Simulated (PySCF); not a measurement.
Isomers of C7H8, one conformer each; single-point electronic energies without zero-point terms and without any empirical dispersion term.

Computed with PySCF at PBE0/pcSseg-1, non-relativistic, each on one gas-phase PBE0-D3(BJ)/def2-SVP geometry that isn't relaxed in the solvent. The solvent is an IEF-PCM continuum (van der Waals radii × 1.2). The model holds no explicit solvent molecules, cavitation or dispersion.

```
                           isomer  relative energy, gas (kJ/mol)  dipole (D)
                   `C1=CC=CCC=C1`                            0.0        0.34
`C[C@@]12C=C[C@H]3[C@@H]1[C@H]32`                          151.5        0.99
```

Task: How do the relative energies look in acetonitrile (ε = 35.69)?

Result: 
```tsv
isomer	relative energy, solvent (kJ/mol)	E(solvent) − E(gas) (kJ/mol)	dipole in solvent (D)
`C1=CC=CCC=C1`	0.0	-12.3	0.51
`C[C@@]12C=C[C@H]3[C@@H]1[C@H]32`	151.7	-12.0	1.34
```

The order is unchanged. Conformers: `[CH:1]1=[CH:2][CH:3]=[CH:4][CH2:5][CH:6]=[CH:7]1` with C1–C2–C3–C4 -32°, C3–C4–C5–C6 68°, C4–C5–C6–C7 -68°, C2–C1–C7–C6 32°. `C1=CC=CCC=C1` gains most from the continuum, while `C[C@@]12C=C[C@H]3[C@@H]1[C@H]32` has the largest gas-phase dipole. The gains span 0.3 kJ/mol, the gas-phase energies 151.5 kJ/mol.
